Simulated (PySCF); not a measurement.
Trimethylborane, C3H9B.
Geometry (PBE0-D3(BJ)/def2-SVP, Å), atoms numbered from 1 in this order:
```
atom  x, y, z in Å
C1    -0.2995    1.6396   -0.1718
B2     0.1372    0.1281   -0.1140
C3     1.6558   -0.2708   -0.0195
C4    -0.9651   -0.9956   -0.1099
H5    -0.7392    1.8927    0.8119
H6     0.5075    2.3593   -0.3729
H7    -1.1162    1.7983   -0.8965
H8     1.9055   -0.2207    1.0598
H9     2.3397    0.4305   -0.5218
H10    1.8776   -1.3012   -0.3370
H11   -1.9669   -0.6635    0.2023
H12   -1.0559   -1.3260   -1.1639
H13   -0.6782   -1.8939    0.4584
```

Computed, not measured: MP2 and CCSD/aug-cc-pVDZ in PySCF, restricted Hartree–Fock reference, 4 core orbitals frozen, non-relativistic, gas phase, PBE0-D3(BJ)/def2-SVP geometry.

E(HF) = -143.55848 Eh.

(1) How large is the problem?

(2) What are the MP2 and CCSD correlation energies?

(3) What is the T1 diagnostic?

## Answers

(1) 173 basis functions and 32 electrons; 4 orbitals frozen, which leaves o = 12 correlated occupied and v = 157 virtual orbitals. That is o·v = 1884 singles and o·v(o·v + 1)/2 = 1775670 distinct closed-shell doubles amplitudes before symmetry; the costliest CCSD step grows as o²v⁴ = 8.7 × 10^10.

(2) MP2 -0.5439 Eh and CCSD -0.6040 Eh, which gives totals of -144.10242 and -144.16250 Eh. That is 0.685 eV for each correlated electron at CCSD (1586 kJ/mol in all, 0.419 % of the total energy); MP2 gives 90.1 % of the CCSD value.

(3) 0.0096, below the customary warning level of 0.02. It is the norm of the spatial-orbital singles amplitudes over the root of the number of correlated electrons, so the norm is 0.047.

No triples correction and no basis-set extrapolation were made.
